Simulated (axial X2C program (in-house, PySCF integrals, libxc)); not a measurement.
Spin–orbit effects down a group: molecules with Na (ions), PBE0

Calculated with an axial X2C code built on PySCF integrals, spin-free (one-electron X2C) or two-component (2c: spin–orbit coupling with atomic mean-field Coulomb and Gaunt terms, which also bring small scalar terms), in Dyall basis sets with cores contracted in-house; open shells are unrestricted.

Basis sets: As dyall-cv3z, Bi dyall-cv3z, N dyall-av3z, Na dyall-cv3z, P dyall-v3z, Sb dyall-cv3z.

| molecule | spin-free state | Re (Å) | ωe (cm⁻¹) | De (eV) | 2c state | Re 2c (Å) | ωe 2c (cm⁻¹) | De 2c (eV) |
| --- | --- | --- | --- | --- | --- | --- | --- | --- |
| NaN⁺ | M_S = 3/2, Λ = 0 | 2.651 | 142.3 | 0.13 | Ω = 3/2 | 2.651 | 142.3 | 0.13 |
| NaP⁺ | M_S = 3/2, Λ = 0 | 3.032 | 132.0 | 0.27 | Ω = 3/2 | 3.032 | 132.0 | 0.27 |
| NaAs⁺ | ? | ? | ? | ? | ? | ? | ? | ? |
| NaSb⁺ | M_S = 3/2, Λ = 0 | 3.282 | 110.2 | 0.37 | Ω = 3/2 | 3.276 | 111.1 | 0.37 |
| NaBi⁺ | M_S = 3/2, Λ = 0 | 3.349 | 103.5 | 0.39 | Ω = 1/2 | 3.323 | 115.2 | 0.46 |

Estimate the 2c Re and ωe of NaAs⁺ as the mean of its neighbours in the table.

Re ≈ 3.154 Å, ωe ≈ 121.5 cm⁻¹. The PBE0 runs give the row below, so the estimate misses by 0.036 Å and 9.5 cm⁻¹.

| molecule | spin-free state | Re (Å) | ωe (cm⁻¹) | De (eV) | 2c state | Re 2c (Å) | ωe 2c (cm⁻¹) | De 2c (eV) |
| --- | --- | --- | --- | --- | --- | --- | --- | --- |
| NaAs⁺ | M_S = 3/2, Λ = 0 | 3.118 | 111.9 | 0.30 | Ω = 3/2 | 3.118 | 112.0 | 0.30 |

Fragments in 2c: Na+ + N, P + Na+, As + Na+, Sb + Na+, Bi + Na+. Each entry is the lowest single determinant of a limited PBE0 search at one distance. De goes to single-determinant-based atoms at the same level (for ions the charge split of lowest energy) and is withheld (n/a) where an atom does not fit its ground term or J level. Main or longest-lived isotopes. One determinant is a doubtful description, or other states lie close, for NaN⁺, NaP⁺, NaAs⁺, NaSb⁺, NaBi⁺; these need not be ground states, and all values refer to the states named. With several unpaired electrons the Ω given is that of one determinant, not necessarily of the lowest component. The functionals have no current term, which raises determinants with orbital currents. The lowest determinant changes configuration between the Hamiltonians for NaBi⁺, so two states are compared there.
